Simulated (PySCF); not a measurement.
Precursor series Zn F-OH. All species are isolated molecules in the gas phase. One relaxed conformer stands for each flexible species; it need not be the lowest.

The numbers are results of TPSSh-D3(BJ)/def2-TZVP // TPSS-D3(BJ)/def2-SVP (PySCF), not measurements. All candidates: neutral, multiplicity 1. 

- HOMO = -7.18 eV
- LUMO = -1.55 eV
- HOMO–LUMO gap = 5.63 eV

Question: Identify which member has these values.
A) [Zn(F)(OH)]
B) [Zn(OH)2]
C) [Zn(F)2]

Answer: B, [Zn(OH)2]. The others give [Zn(F)2]: -9.43 eV, -2.37 eV, 7.06 eV; [Zn(F)(OH)]: -7.84 eV, -1.89 eV, 5.94 eV
